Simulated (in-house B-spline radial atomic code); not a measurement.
Orbital energies and mean radii along the 24-electron series, configuration [Ar] 3d6. The effective charge is n√(-2ε), a non-relativistic measure. Computed with a radial B-spline atomic code at the basis-set limit: Dirac-Hartree-Fock, average of the configuration, finite nuclei.

| ion | Z | energy of 3s1/2 (Eh) | mean radius of 3s1/2 (bohr) | energy of 3d5/2 (Eh) | mean radius of 3d5/2 (bohr) | effective charge of 3s1/2 |
| --- | --- | --- | --- | --- | --- | --- |
| Pm37+ | 61 | -118.97 | 0.24878 | -97.602 | 0.22097 | 46.276 |
| Sm38+ | 62 | -124.59 | 0.24353 | -102.37 | 0.21632 | 47.356 |
| Eu39+ | 63 | -130.35 | 0.23846 | -107.25 | 0.21186 | 48.439 |
| Gd40+ | 64 | ? | ? | ? | ? | ? |
| Tb41+ | 65 | ? | ? | ? | ? | ? |
| Dy42+ | 66 | -148.52 | 0.22429 | -122.57 | 0.19951 | 51.705 |
| Ho43+ | 67 | -154.88 | 0.21988 | -127.9 | 0.1957 | 52.799 |
| Er44+ | 68 | -161.38 | 0.21561 | -133.34 | 0.19204 | 53.897 |
| Tm45+ | 69 | -168.05 | 0.21148 | -138.89 | 0.18852 | 54.998 |
| Yb46+ | 70 | ? | ? | ? | ? | ? |
| Lu47+ | 71 | -181.84 | 0.20359 | -150.33 | 0.18183 | 57.211 |
| Hf48+ | 72 | -188.98 | 0.19982 | -156.22 | 0.17866 | 58.323 |

**Question.** Fill in the row of Gd40+.

**Answer.** energy of 3s1/2 (Eh): -136.26; mean radius of 3s1/2 (bohr): 0.23358; energy of 3d5/2 (Eh): -112.25; mean radius of 3d5/2 (bohr): 0.20757; effective charge of 3s1/2: 49.525.

**Question.** Fill in the row of Tb41+.

**Answer.** energy of 3s1/2 (Eh): -142.32; mean radius of 3s1/2 (bohr): 0.22885; energy of 3d5/2 (Eh): -117.35; mean radius of 3d5/2 (bohr): 0.20346; effective charge of 3s1/2: 50.613.

**Question.** Fill in the row of Yb46+.

**Answer.** energy of 3s1/2 (Eh): -174.86; mean radius of 3s1/2 (bohr): 0.20747; energy of 3d5/2 (Eh): -144.55; mean radius of 3d5/2 (bohr): 0.18511; effective charge of 3s1/2: 56.103.

**Question.** How does the screening of 3s1/2 change?

**Answer.** Z less the effective charge goes from 14.72 at Z = 61 to 13.68 at Z = 72.
